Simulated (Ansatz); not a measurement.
Harmonic vibrations of CH$_{4}$FO$_{2}$Si, SMILES `CO[SiH]([O])F` radical by finite differences.

```yaml
crystal:
  periodic: [false, false, false]
  atoms:
    - {symbol: C, position_ang: [0.418964, 1.093272, 0.792361]}
    - {symbol: O, position_ang: [-0.054789, -0.234659, 0.679876]}
    - {symbol: Si, position_ang: [-0.355596, -1.073515, -0.662734]}
    - {symbol: O, position_ang: [-1.550998, -2.171059, -0.364489]}
    - {symbol: F, position_ang: [-0.735211, -0.047559, -1.816654]}
    - {symbol: H, position_ang: [1.512063, 1.103083, 0.814295]}
    - {symbol: H, position_ang: [0.071686, 1.716450, -0.035456]}
    - {symbol: H, position_ang: [0.044514, 1.507346, 1.729065]}
    - {symbol: H, position_ang: [0.737868, -1.939659, -1.153365]}
basis:
  gaussian: {orbitals: def2-TZVP}
magnetization: {spin_polarized: true, initial_magnetization: 1}
hamiltonian: {xc: pbe0, dispersion: d4}
phonons: {temperatures: {t_min: 298.15, t_max: 900, t_step: 200}}
```

```sh
$ ansatz run in.yaml --threads 4 --pin off --events-out ev --progress --plain --max-ram 10444MiB
```

Output, abridged:

```
Functional definition: PBE0
mean field -15784.47095472 eV, -580.0686084873 hartree, gradient 1.1e-6 eV, S^2 0.753395; 2 other end points of the search recorded, 0 dependent functions left out
mean field -15784.47078228 eV, -580.0686021503 hartree, gradient 2.9e-6 eV, S^2 0.753395; 0 other end points of the search recorded, 0 dependent functions left out
mean field -15784.47078491 eV, -580.0686022469 hartree, gradient 1.6e-6 eV, S^2 0.753394; 0 other end points of the search recorded, 0 dependent functions left out
mean field -15784.47080102 eV, -580.0686028390 hartree, gradient 2.4e-6 eV, S^2 0.753395; 0 other end points of the search recorded, 0 dependent functions left out
mean field -15784.47081711 eV, -580.0686034302 hartree, gradient 2.7e-6 eV, S^2 0.753395; 0 other end points of the search recorded, 0 dependent functions left out
mean field -15784.47076389 eV, -580.0686014742 hartree, gradient 2.0e-6 eV, S^2 0.753394; 0 other end points of the search recorded, 0 dependent functions left out
mean field -15784.47078457 eV, -580.0686022345 hartree, gradient 2.1e-6 eV, S^2 0.753395; 0 other end points of the search recorded, 0 dependent functions left out
mean field -15784.47092650 eV, -580.0686074502 hartree, gradient 1.1e-6 eV, S^2 0.753398; 0 other end points of the search recorded, 0 dependent functions left out
mean field -15784.47092031 eV, -580.0686072226 hartree, gradient 1.4e-6 eV, S^2 0.753391; 0 other end points of the search recorded, 0 dependent functions left out
mean field -15784.47082550 eV, -580.0686037385 hartree, gradient 1.8e-6 eV, S^2 0.753396; 0 other end points of the search recorded, 0 dependent functions left out
mean field -15784.47081897 eV, -580.0686034984 hartree, gradient 2.4e-6 eV, S^2 0.753393; 0 other end points of the search recorded, 0 dependent functions left out
mean field -15784.47087341 eV, -580.0686054992 hartree, gradient 2.7e-6 eV, S^2 0.753395; 0 other end points of the search recorded, 0 dependent functions left out
mean field -15784.47086069 eV, -580.0686050317 hartree, gradient 3.0e-6 eV, S^2 0.753394; 0 other end points of the search recorded, 0 dependent functions left out
mean field -15784.47086962 eV, -580.0686053601 hartree, gradient 1.6e-6 eV, S^2 0.753378; 0 other end points of the search recorded, 0 dependent functions left out
mean field -15784.47082983 eV, -580.0686038976 hartree, gradient 2.6e-6 eV, S^2 0.753412; 0 other end points of the search recorded, 0 dependent functions left out
mean field -15784.47079539 eV, -580.0686026320 hartree, gradient 1.5e-6 eV, S^2 0.753397; 0 other end points of the search recorded, 0 dependent functions left out
mean field -15784.47079346 eV, -580.0686025611 hartree, gradient 2.7e-6 eV, S^2 0.753392; 0 other end points of the search recorded, 0 dependent functions left out
mean field -15784.47081149 eV, -580.0686032237 hartree, gradient 1.9e-6 eV, S^2 0.753400; 0 other end points of the search recorded, 0 dependent functions left out
mean field -15784.47080440 eV, -580.0686029631 hartree, gradient 1.7e-6 eV, S^2 0.753389; 0 other end points of the search recorded, 0 dependent functions left out
mean field -15784.47089799 eV, -580.0686064025 hartree, gradient 2.2e-6 eV, S^2 0.753403; 0 other end points of the search recorded, 0 dependent functions left out
mean field -15784.47091799 eV, -580.0686071374 hartree, gradient 1.4e-6 eV, S^2 0.753386; 0 other end points of the search recorded, 0 dependent functions left out
mean field -15784.47088995 eV, -580.0686061069 hartree, gradient 1.4e-6 eV, S^2 0.753394; 0 other end points of the search recorded, 0 dependent functions left out
mean field -15784.47092601 eV, -580.0686074320 hartree, gradient 2.1e-6 eV, S^2 0.753395; 0 other end points of the search recorded, 0 dependent functions left out
mean field -15784.47094648 eV, -580.0686081845 hartree, gradient 1.9e-6 eV, S^2 0.753391; 0 other end points of the search recorded, 0 dependent functions left out
mean field -15784.47094699 eV, -580.0686082032 hartree, gradient 1.9e-6 eV, S^2 0.753398; 0 other end points of the search recorded, 0 dependent functions left out
mean field -15784.47094168 eV, -580.0686080082 hartree, gradient 2.1e-6 eV, S^2 0.753398; 0 other end points of the search recorded, 0 dependent functions left out
mean field -15784.47094220 eV, -580.0686080270 hartree, gradient 2.0e-6 eV, S^2 0.753392; 0 other end points of the search recorded, 0 dependent functions left out
mean field -15784.47090492 eV, -580.0686066570 hartree, gradient 2.0e-6 eV, S^2 0.753395; 0 other end points of the search recorded, 0 dependent functions left out
mean field -15784.47090447 eV, -580.0686066406 hartree, gradient 2.0e-6 eV, S^2 0.753394; 0 other end points of the search recorded, 0 dependent functions left out
mean field -15784.47087772 eV, -580.0686056577 hartree, gradient 1.6e-6 eV, S^2 0.753394; 0 other end points of the search recorded, 0 dependent functions left out
mean field -15784.47090701 eV, -580.0686067338 hartree, gradient 1.7e-6 eV, S^2 0.753396; 0 other end points of the search recorded, 0 dependent functions left out
mean field -15784.47085094 eV, -580.0686046734 hartree, gradient 2.7e-6 eV, S^2 0.753395; 0 other end points of the search recorded, 0 dependent functions left out
mean field -15784.47085399 eV, -580.0686047855 hartree, gradient 2.6e-6 eV, S^2 0.753395; 0 other end points of the search recorded, 0 dependent functions left out
mean field -15784.47094163 eV, -580.0686080064 hartree, gradient 1.2e-6 eV, S^2 0.753395; 0 other end points of the search recorded, 0 dependent functions left out
mean field -15784.47093119 eV, -580.0686076226 hartree, gradient 1.5e-6 eV, S^2 0.753394; 0 other end points of the search recorded, 0 dependent functions left out
mean field -15784.47094567 eV, -580.0686081548 hartree, gradient 2.6e-6 eV, S^2 0.753395; 0 other end points of the search recorded, 0 dependent functions left out
mean field -15784.47093518 eV, -580.0686077692 hartree, gradient 2.5e-6 eV, S^2 0.753395; 0 other end points of the search recorded, 0 dependent functions left out
mean field -15784.47093336 eV, -580.0686077025 hartree, gradient 1.0e-6 eV, S^2 0.753395; 0 other end points of the search recorded, 0 dependent functions left out
mean field -15784.47092696 eV, -580.0686074671 hartree, gradient 1.1e-6 eV, S^2 0.753395; 0 other end points of the search recorded, 0 dependent functions left out
mean field -15784.47091493 eV, -580.0686070251 hartree, gradient 1.4e-6 eV, S^2 0.753395; 0 other end points of the search recorded, 0 dependent functions left out
mean field -15784.47090483 eV, -580.0686066540 hartree, gradient 1.2e-6 eV, S^2 0.753395; 0 other end points of the search recorded, 0 dependent functions left out
mean field -15784.47089440 eV, -580.0686062704 hartree, gradient 3.0e-6 eV, S^2 0.753395; 0 other end points of the search recorded, 0 dependent functions left out
mean field -15784.47088188 eV, -580.0686058104 hartree, gradient 2.4e-6 eV, S^2 0.753395; 0 other end points of the search recorded, 0 dependent functions left out
mean field -15784.47093172 eV, -580.0686076421 hartree, gradient 1.6e-6 eV, S^2 0.753395; 0 other end points of the search recorded, 0 dependent functions left out
mean field -15784.47092525 eV, -580.0686074044 hartree, gradient 1.6e-6 eV, S^2 0.753395; 0 other end points of the search recorded, 0 dependent functions left out
mean field -15784.47092708 eV, -580.0686074717 hartree, gradient 2.2e-6 eV, S^2 0.753395; 0 other end points of the search recorded, 0 dependent functions left out
mean field -15784.47092291 eV, -580.0686073181 hartree, gradient 2.2e-6 eV, S^2 0.753395; 0 other end points of the search recorded, 0 dependent functions left out
mean field -15784.47087470 eV, -580.0686055467 hartree, gradient 1.8e-6 eV, S^2 0.753395; 0 other end points of the search recorded, 0 dependent functions left out
mean field -15784.47087197 eV, -580.0686054463 hartree, gradient 1.6e-6 eV, S^2 0.753395; 0 other end points of the search recorded, 0 dependent functions left out
mean field -15784.47090360 eV, -580.0686066086 hartree, gradient 3.0e-6 eV, S^2 0.753397; 0 other end points of the search recorded, 0 dependent functions left out
mean field -15784.47093662 eV, -580.0686078220 hartree, gradient 2.9e-6 eV, S^2 0.753392; 0 other end points of the search recorded, 0 dependent functions left out
mean field -15784.47094092 eV, -580.0686079802 hartree, gradient 2.8e-6 eV, S^2 0.753390; 0 other end points of the search recorded, 0 dependent functions left out
mean field -15784.47092245 eV, -580.0686073015 hartree, gradient 2.7e-6 eV, S^2 0.753400; 0 other end points of the search recorded, 0 dependent functions left out
mean field -15784.47094506 eV, -580.0686081323 hartree, gradient 2.0e-6 eV, S^2 0.753393; 0 other end points of the search recorded, 0 dependent functions left out
mean field -15784.47094018 eV, -580.0686079530 hartree, gradient 2.7e-6 eV, S^2 0.753396; 0 other end points of the search recorded, 0 dependent functions left out
Total energy: -15784.60739699 eV, -580.0736226480 hartree
Atom 0 at     0.418964     1.093272     0.792361 Å, force     0.000229     0.000730    -0.000431 eV/Å
Atom 1 at    -0.054789    -0.234659     0.679876 Å, force    -0.000075    -0.000036    -0.001392 eV/Å
Atom 2 at    -0.355596    -1.073515    -0.662734 Å, force    -0.001121    -0.000947     0.000663 eV/Å
Atom 3 at    -1.550998    -2.171059    -0.364489 Å, force     0.000431     0.000143     0.000757 eV/Å
Atom 4 at    -0.735211    -0.047559    -1.816654 Å, force     0.001516    -0.000333     0.000718 eV/Å
Atom 5 at     1.512063     1.103083     0.814295 Å, force    -0.002305     0.000303     0.000255 eV/Å
Atom 6 at     0.071686     1.716450    -0.035456 Å, force     0.000991     0.000318     0.001676 eV/Å
Atom 7 at     0.044514     1.507346     1.729065 Å, force     0.000806    -0.001067    -0.001705 eV/Å
Atom 8 at     0.737868    -1.939659    -1.153365 Å, force    -0.000474     0.000888    -0.000540 eV/Å
Dipole moment:     0.368842     0.342260     0.109030 e Å
Vibrations: 55.85 77.18 156.78 230.49 302.42 393.31 706.70 751.11 798.51 901.24 966.82 1165.82 1184.49 1226.31 1485.42 1496.78 1501.75 2254.10 3041.92 3115.24 3137.70 cm⁻¹, zero-point energy 1.546697 eV
```

It took 91 s on 4 threads of an Intel Xeon Platinum 8488C on a shared host, with 0.74 GiB of host memory at the peak.
